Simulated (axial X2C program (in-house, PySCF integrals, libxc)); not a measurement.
Values are calculated unless marked as measured or tabulated.
# INbI: input and output of an open-shell CI run

Program: an in-house all-electron X2C program for linear molecules (integrals from PySCF).

Input and command:
```json
{"zs": [53, 41, 53], "q": 0, "bas": ["dyall-v3z", "dyall-v3z", "dyall-v3z"], "r0": 2.8, "metal": 1, "shells": [[2, [0, 1, 2], 3], [0, [0], 0], [1, [1], 0]], "fix": 0, "emax": 3.2, "nroots": 4}
```
```bash
python soci.py task.json out
```

Keys: zs atomic numbers; q charge; bas basis sets; r0 starting distance in Å; metal index of the metal atom; shells open shells as [l, |m| values, electrons]; fix electron count of the first shell held; emax energy window in eV; nroots roots for each Ω.

Output at I–Nb–I held linear, both bonds 2.791 Å:

```
average of configuration d3 s0 p(π)0
basis functions 319  fitting functions 1752
iter      average energy  largest gradient
   1     -18035.284978339   1.94e+00
   2     -18035.451267836   6.88e-03
   3     -18035.451504623   2.21e-03
   4     -18035.451514025   1.43e-03
   5     -18035.451517453   2.71e-04
   6     -18035.451517596   3.61e-05
   7     -18035.451517624   3.98e-05
   8     -18035.451517626   5.56e-06
converged
CI levels
2*Omega        energy/Eh    cm-1   g(par)  dipole/D  leading shell counts
    1    -18035.52600009        0   1.990    0.000  {'3 0 0': 1.0}
    3    -18035.52549128      112   5.960    0.000  {'3 0 0': 1.0}
    1    -18035.51386385     2664   3.447    0.000  {'3 0 0': 1.0}
    1    -18035.51297501     2859   0.544    0.000  {'3 0 0': 1.0}
    3    -18035.51242019     2980   3.824    0.000  {'3 0 0': 1.0}
    5    -18035.51171424     3135   7.965    0.000  {'3 0 0': 1.0}
    3    -18035.51150100     3182   0.209    0.000  {'3 0 0': 1.0}
    5    -18035.50849744     3841   4.035    0.000  {'3 0 0': 1.0}
    7    -18035.50541831     4517   8.016    0.000  {'3 0 0': 1.0}
    9    -18035.50231873     5197  11.995    0.000  {'3 0 0': 1.0}
    1    -18035.49612483     6557   1.956    0.000  {'3 0 0': 1.0}
    3    -18035.49469769     6870   2.015    0.000  {'3 0 0': 1.0}
    5    -18035.49345791     7142   5.989    0.000  {'3 0 0': 1.0}
    7    -18035.49238732     7377   9.954    0.000  {'3 0 0': 1.0}
    5    -18035.47707649    10737   6.082    0.000  {'3 0 0': 0.999}
    7    -18035.47103004    12065   7.339    0.000  {'3 0 0': 1.0}
    9    -18035.46886916    12539   9.179    0.000  {'3 0 0': 1.0}
    7    -18035.46510437    13365   6.698    0.000  {'3 0 0': 1.0}
    9    -18035.46475576    13442   8.845    0.000  {'3 0 0': 1.0}
   11    -18035.46155855    14143  12.002    0.000  {'3 0 0': 1.0}
    9    -18035.44184237    18470   9.993    0.000  {'3 0 0': 1.0}
```

Dipoles in the output refer to the first atom as origin.

There is no dynamic correlation: spin–orbit spacings and, for f shells, spacings inside one term are the most reliable numbers, splittings between terms come out too wide, and energies between configurations are not reliable, so the lowest level need not be the ground state of the molecule. For d shells the ligand-field splittings (σ, π, δ) and their order can be off by a thousand cm⁻¹ or more. At most 4 roots were kept for each Ω > 0 (twice that for Ω = 0) within 3.2 eV of the lowest, so higher up levels can be missing between those listed; levels with Ω > 0 are doubly degenerate and listed once, Ω = 0 levels singly. Some active spinors are only partly of the character that their shell is named for, so the shell names and counts are nominal. States that fill the shells left empty in the average are placed too high. The molecule was held linear; bending was not examined.
